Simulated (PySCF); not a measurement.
**Steps of a relaxation of [Nd(PH3)]3+**

[Nd(PH3)]3+ (singlet in the valence; each metal's 4f electrons, 3 of them, lie in its core potential, out of spins and levels). PySCF 2.14.0, RKS PBE0, Nd lcecp-1-SVP with ECP49, P def2-SVP, H def2-SVP; non-relativistic Hamiltonian with scalar-relativistic core potentials where named; density fitting; no spin-orbit coupling. Origin of the start: template. Columns: position (Å) and force (eV/Å). Energies are counted from the last step; some of the 7 steps are shown. Forces carry noise of the integration grid, about 0.01 to 0.03 eV/Å.

Run from Python with OMP_NUM_THREADS=2. Where DIIS fails, smearing, a level shift and second-order steps follow.
It took 8.1 s on 2 threads of Arm Neoverse V2, with other jobs on the host, from the converged density of the start.

```xyz
5
step 0  E = 0.274 eV
Nd    0.0000    0.0000   -0.5853     0.00    0.00    0.13
P     0.0000    0.0000    2.3772     0.00    0.00    1.23
H     1.2100    0.0000    3.1204     0.69    0.00   -0.45
H    -0.6050    1.0479    3.1204    -0.35    0.60   -0.45
H    -0.6050   -1.0479    3.1204    -0.35   -0.60   -0.45
```

```xyz
5
step 2  E = 0.008 eV
Nd    0.0000    0.0000   -0.4914     0.00    0.00    0.09
P     0.0000    0.0000    2.4963     0.00    0.00    0.38
H     1.3309    0.0000    3.0493    -0.22    0.00   -0.16
H    -0.6654    1.1526    3.0493     0.11   -0.19   -0.16
H    -0.6654   -1.1526    3.0493     0.11    0.19   -0.16
```

```xyz
5
step 4  E = 0.000 eV
Nd    0.0000    0.0000   -0.4701     0.00    0.00    0.03
P     0.0000    0.0000    2.5117     0.00    0.00   -0.03
H     1.3269    0.0000    3.0371     0.00    0.00    0.00
H    -0.6634    1.1491    3.0371     0.00    0.00    0.00
H    -0.6634   -1.1491    3.0371     0.00    0.00    0.00
```

Task: Where does the relaxation end?

Result: It converges at step 6 in C3v:
```xyz
5
step 6  E = 0
Nd    0.0000    0.0000   -0.4649
P     0.0000    0.0000    2.5101
H     1.3271    0.0000    3.0359
H    -0.6635    1.1493    3.0359
H    -0.6636   -1.1493    3.0359
```

Task: How did the contacts change?

Result: 
| contact | start (Å) | end (Å) |
| --- | --- | --- |
| Nd1–P2 (PH3) | 2.962 | 2.975 |


An lcecp potential fixes the number of 4f electrons, so in runs with it no electron can move into or out of that shell.
